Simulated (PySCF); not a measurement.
**Bi: ionisation energy**

Bi [Xe] 4f14 5d10 6s2 6p3 (4S) → Bi⁺ [Xe] 4f14 5d10 6s2 6p2 (3P), as a difference of total energies. Computed with PySCF 2.14 in aug-cc-pVTZ-PP with ECP60MDF, with scalar relativity through the core potential. Correlated levels: valence: 5s2 5p6 5d10 frozen. The calculations carry no spin-orbit coupling.

```
           method  ionisation energy (eV)
              UHF                   8.219
              LDA                   8.761
              PBE                   8.576
             PBE0                   8.648
           r2SCAN                   8.767
             MN15                   8.660
             TPSS                   8.549
          r2SCANh                   8.784
             PW91                   8.637
    MP2 (valence)                   8.571
SCS-MP2 (valence)                   8.456
```

How much does correlation contribute at MP2 (valence)?

8.571 − (8.219) = 0.352 eV, measured against UHF.

Spin-orbit coupling is strong in these open shells (close to jj coupling). The scalar numbers leave it out and a first-order estimate fails, so it can dominate the gap to the real levels.

Errors of the correlated levels include the incompleteness of this basis and the frozen core.

For comparison: 7.286 eV (measured; NIST Atomic Spectra Database, ionization energies).
